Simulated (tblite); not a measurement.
Compound: C6H5NS.
Atom-mapped SMILES: `[S:1]=[CH:2][c:3]1[cH:4][cH:5][cH:6][cH:7][n:8]1` (hydrogens: H9 on C2; H10 on C4; H11 on C5; H12 on C6; H13 on C7)

Computed with GFN2-xTB (tblite), gas phase: Langevin dynamics at 300 K from the optimised GFN2-xTB geometry, time step 0.5 fs, friction 0.01 fs⁻¹, 2000 steps. The instantaneous temperature is 2·E(kin)/(3Nk) with all 3N coordinates.

| t (fs) | T (K) | E(pot) above start (eV) | S1=C2 (Å) | C2–C3 (Å) | C3–C4 (Å) | C4–C5 (Å) | C5–C6 (Å) | C2–H9 (Å) | S1–C2–C3–C4 (°) |
| --- | --- | --- | --- | --- | --- | --- | --- | --- | --- |
| 0 | 250 | 0.000 | 1.624 | 1.443 | 1.400 | 1.382 | 1.387 | 1.086 | 0 |
| 25 | 143 | 0.296 | 1.630 | 1.446 | 1.380 | 1.367 | 1.412 | 1.082 | 19 |
| 50 | 170 | 0.365 | 1.604 | 1.455 | 1.419 | 1.391 | 1.421 | 1.105 | -14 |
| 75 | 207 | 0.214 | 1.594 | 1.444 | 1.426 | 1.375 | 1.396 | 1.078 | -2 |
| 100 | 162 | 0.226 | 1.629 | 1.452 | 1.425 | 1.370 | 1.378 | 1.093 | -2 |
| 125 | 218 | 0.351 | 1.663 | 1.455 | 1.406 | 1.357 | 1.425 | 1.095 | -7 |
| 150 | 228 | 0.323 | 1.635 | 1.449 | 1.412 | 1.362 | 1.416 | 1.092 | -2 |
| 175 | 253 | 0.429 | 1.618 | 1.430 | 1.479 | 1.387 | 1.423 | 1.099 | 3 |
| 200 | 319 | 0.326 | 1.574 | 1.404 | 1.417 | 1.380 | 1.398 | 1.101 | 9 |
| 225 | 250 | 0.283 | 1.623 | 1.463 | 1.385 | 1.375 | 1.383 | 1.056 | 5 |
| 250 | 274 | 0.341 | 1.662 | 1.444 | 1.355 | 1.373 | 1.383 | 1.051 | -3 |
| 275 | 246 | 0.350 | 1.655 | 1.447 | 1.372 | 1.401 | 1.370 | 1.112 | 0 |
| 300 | 215 | 0.378 | 1.633 | 1.463 | 1.396 | 1.415 | 1.381 | 1.142 | -13 |
| 325 | 258 | 0.306 | 1.597 | 1.420 | 1.378 | 1.413 | 1.363 | 1.097 | -7 |
| 350 | 227 | 0.298 | 1.637 | 1.435 | 1.416 | 1.384 | 1.393 | 1.061 | 1 |
| 375 | 204 | 0.296 | 1.649 | 1.434 | 1.399 | 1.388 | 1.406 | 1.051 | -6 |
| 400 | 248 | 0.225 | 1.669 | 1.443 | 1.393 | 1.382 | 1.378 | 1.085 | -1 |
| 425 | 222 | 0.254 | 1.641 | 1.446 | 1.392 | 1.382 | 1.356 | 1.099 | -17 |
| 450 | 226 | 0.323 | 1.635 | 1.446 | 1.375 | 1.371 | 1.386 | 1.090 | -12 |
| 475 | 342 | 0.274 | 1.616 | 1.471 | 1.399 | 1.382 | 1.376 | 1.080 | -9 |
| 500 | 299 | 0.431 | 1.607 | 1.446 | 1.413 | 1.414 | 1.365 | 1.092 | -18 |
| 525 | 396 | 0.283 | 1.674 | 1.423 | 1.429 | 1.406 | 1.381 | 1.095 | -11 |
| 550 | 353 | 0.513 | 1.664 | 1.426 | 1.430 | 1.364 | 1.407 | 1.063 | 8 |
| 575 | 323 | 0.544 | 1.611 | 1.377 | 1.380 | 1.347 | 1.409 | 1.073 | -2 |
| 600 | 268 | 0.568 | 1.621 | 1.410 | 1.466 | 1.380 | 1.420 | 1.114 | -16 |
| 625 | 244 | 0.450 | 1.633 | 1.435 | 1.435 | 1.407 | 1.416 | 1.081 | -2 |
| 650 | 287 | 0.425 | 1.618 | 1.428 | 1.409 | 1.420 | 1.390 | 1.062 | 9 |
| 675 | 266 | 0.344 | 1.643 | 1.434 | 1.425 | 1.399 | 1.373 | 1.087 | 29 |
| 700 | 255 | 0.474 | 1.624 | 1.462 | 1.427 | 1.371 | 1.381 | 1.120 | 18 |
| 725 | 314 | 0.393 | 1.605 | 1.489 | 1.419 | 1.384 | 1.411 | 1.103 | 19 |
| 750 | 165 | 0.445 | 1.604 | 1.450 | 1.363 | 1.394 | 1.402 | 1.079 | 6 |
| 775 | 209 | 0.405 | 1.620 | 1.523 | 1.388 | 1.399 | 1.398 | 1.074 | -10 |
| 800 | 299 | 0.469 | 1.577 | 1.509 | 1.397 | 1.412 | 1.383 | 1.123 | -30 |
| 825 | 230 | 0.622 | 1.602 | 1.498 | 1.385 | 1.377 | 1.358 | 1.081 | -27 |
| 850 | 284 | 0.561 | 1.611 | 1.491 | 1.371 | 1.357 | 1.384 | 1.028 | -29 |
| 875 | 332 | 0.572 | 1.613 | 1.484 | 1.361 | 1.341 | 1.401 | 1.130 | -26 |
| 900 | 372 | 0.501 | 1.635 | 1.526 | 1.409 | 1.376 | 1.405 | 1.129 | -20 |
| 925 | 392 | 0.682 | 1.600 | 1.449 | 1.384 | 1.377 | 1.395 | 1.067 | -20 |
| 950 | 457 | 0.465 | 1.636 | 1.448 | 1.392 | 1.378 | 1.357 | 1.044 | -14 |
| 975 | 199 | 0.740 | 1.650 | 1.469 | 1.427 | 1.398 | 1.314 | 1.107 | -6 |
| 1000 | 367 | 0.370 | 1.626 | 1.402 | 1.396 | 1.398 | 1.346 | 1.129 | -4 |

Q: From 500 fs on, how do temperature and potential energy compare with equipartition?

A: The mean temperature of these 21 frames is 301 K against the target 300 K, and the mean potential energy 0.49 eV against 33 × kT/2 = 0.43 eV for 33 classical harmonic modes. For 13 atoms in a canonical ensemble the temperature itself scatters by T·√(2/(3N)) = 68 K; here its standard deviation is 71 K. The whole run lasts only 10 friction times of 100 fs, so these averages carry a wide statistical error.

Q: What are the kinetic and total energies of the listed frame with the highest potential energy?

A: The one at 975 fs, 0.740 eV above the start. Its kinetic energy is 3NkT/2 = 0.334 eV at 199 K, so the sum is 1.07 eV; over the listed frames the sum runs from 0.42 to 1.34 eV, since the thermostat adds and removes energy.

Q: How much do the listed bonds fluctuate from 500 fs on?

A: 
| bond | at the start (Å) | mean (Å) | standard deviation (Å) |
| --- | --- | --- | --- |
| S1=C2 | 1.624 | 1.623 | 0.022 |
| C2–C3 | 1.443 | 1.456 | 0.039 |
| C3–C4 | 1.400 | 1.405 | 0.026 |
| C4–C5 | 1.382 | 1.386 | 0.021 |
| C5–C6 | 1.387 | 1.386 | 0.026 |
| C2–H9 | 1.086 | 1.090 | 0.028 |

The motion is classical and holds no zero-point motion.

The cost below is that of the whole dynamics run. Hardware: one thread, Arm Neoverse N1 (aarch64), shared host with 64 logical CPUs at a one-minute load of 54. Cost: 18 s of wall time, 0.18 GiB resident at most.
